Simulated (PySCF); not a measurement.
## Electronic structure of Ir (iridium, neutral) at the UHF level

Configuration: [Xe] 4f14 5d7 6s2, high-spin 4F determinant. Computed with PySCF 2.14 in def2-TZVP with the def2 core potential (60 electrons) (6s4p3d1f, 40 functions), with scalar relativity through the core potential.

* Total energy: -103.443214 hartree
* One-electron energy: -179.6352 hartree
* Hartree (Coulomb) energy: 85.8455 hartree
* Exchange energy: -9.6536 hartree
* ⟨S²⟩: 3.7675
* ⟨L²⟩: 12.033
* Sum of ⟨r⟩: 27.13 bohr
* Sum of ⟨r²⟩: 57.06 bohr²
* Time after the integrals: 0.14 s of wall time on 1 thread of AMD EPYC 7R13 Processor (shared host)

```csv
shell,electrons,mean orbital energy (hartree),spread (hartree),"rms radius, mean of both spins (bohr)"
5s α,1,-4.35086,0,1.06
5s β,1,-4.19182,0,1.06
5p α,3,-2.55889,0,1.23
5p β,3,-2.33715,0,1.23
5d α,5,-0.51630,0.03574,1.83
5d β,2,-0.42231,0,1.83
6s α,1,-0.32631,0,3.33
6s β,1,-0.26803,0,3.33
```

Energies and moments cover only the electrons outside the core potential. Spin-orbit coupling, absent here, splits the open shell strongly.
